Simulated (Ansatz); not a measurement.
Mulliken charges of CH4BF3O (`C[OH+][B-](F)(F)F`) from PBE/def2-TZVPP in Ansatz (PBE0-D4/def2-TZVP geometry).

```csv
atom,x (Å),y (Å),z (Å),charge (e)
C1,0.008,-1.033,0.800,-0.177
O2,0.654,-0.212,-0.186,-0.080
B3,-0.277,1.022,-0.876,0.432
F4,-1.186,0.332,-1.596,-0.260
F5,0.673,1.693,-1.568,-0.268
F6,-0.777,1.682,0.202,-0.259
H7,0.684,-1.838,1.084,0.129
H8,-0.876,-1.442,0.316,0.132
H9,-0.283,-0.435,1.663,0.139
H10,1.463,0.180,0.164,0.212
```

Question: By hand: the dipole of these point charges (1 e Å = 4.8032 D).

Answer: Σ q r = (0.399, -0.784, 0.725) e Å, of length 1.140 e Å = 5.48 D.

Question: How does the dipole of the full density compare? (An estimate is asked.)

Answer: Computed: (0.475, -0.682, 0.699) e Å, 5.22 D; the point charges give 1.05 times that, at 6° from its direction.

Point charges leave out the atoms' own dipoles, such as those of lone pairs, and Mulliken's split depends on the basis, so the close match here is no proof of good charges.
